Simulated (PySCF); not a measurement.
Geometry:
| atom | x (Å) | y (Å) | z (Å) |
| --- | --- | --- | --- |
| C1 | 2.333 | -0.657 | 0.025 |
| Si2 | 0.918 | 0.574 | 0.069 |
| C3 | -0.387 | 0.363 | -1.285 |
| C4 | -1.513 | -0.385 | -0.553 |
| C5 | -1.594 | 0.137 | 0.883 |
| N6 | -0.226 | 0.281 | 1.348 |
| H7 | 2.930 | -0.609 | 0.950 |
| H8 | 1.952 | -1.685 | -0.080 |
| H9 | 3.010 | -0.445 | -0.818 |
| H10 | 1.520 | 1.951 | 0.083 |
| H11 | -0.044 | -0.171 | -2.184 |
| H12 | -0.729 | 1.360 | -1.611 |
| H13 | -2.485 | -0.285 | -1.063 |
| H14 | -1.275 | -1.461 | -0.520 |
| H15 | -2.161 | -0.569 | 1.515 |
| H16 | -2.155 | 1.096 | 0.900 |
| H17 | -0.107 | 0.530 | 2.321 |

Geometry: PBE0-D3(BJ)/def2-SVP; GIAO absolute shieldings from PySCF 2.14, gas phase, non-relativistic, averaged over equivalent atoms.

At PBE0/pcSseg-1 (164 basis functions, 19 s wall time on 1 thread of an Arm Neoverse V2, shared host):
| atoms | σ (ppm) |
| --- | --- |
| C5 | 135.7 |
| C4 | 156.4 |
| C3 | 173.5 |
| C1 | 182.8 |
| Si2 | 353.8 |
| N6 | 230.4 |
| H10 | 26.36 |
| H15 | 28.13 |
| H16 | 28.37 |
| H13 | 29.42 |
| H14 | 29.66 |
| H12 | 30.54 |
| H11 | 30.58 |
| H17 | 31.12 |
| H7/H8/H9 | 31.16 |

What do these become at PBE/pcSseg-1?

Answers


| atoms | σ at PBE/pcSseg-1 | change |
| --- | --- | --- |
| C5 | 128.6 | -7.1 |
| C4 | 150.4 | -6.0 |
| C3 | 167.5 | -6.0 |
| C1 | 178.4 | -4.4 |
| Si2 | 337.9 | -15.9 |
| N6 | 221.0 | -9.4 |
| H10 | 26.05 | -0.31 |
| H15 | 27.90 | -0.23 |
| H16 | 28.10 | -0.27 |
| H13 | 29.25 | -0.17 |
| H14 | 29.49 | -0.17 |
| H12 | 30.39 | -0.15 |
| H11 | 30.42 | -0.16 |
| H17 | 30.96 | -0.16 |
| H7/H8/H9 | 31.09 | -0.07 |

The largest change is at Si2 (silicon bonded to 2 C, N, H, in a 5-membered ring). Cost: 164 basis functions, 24 s wall time on 1 thread of an Arm Neoverse V2, shared host. The order of the carbon signals is the same at both levels.
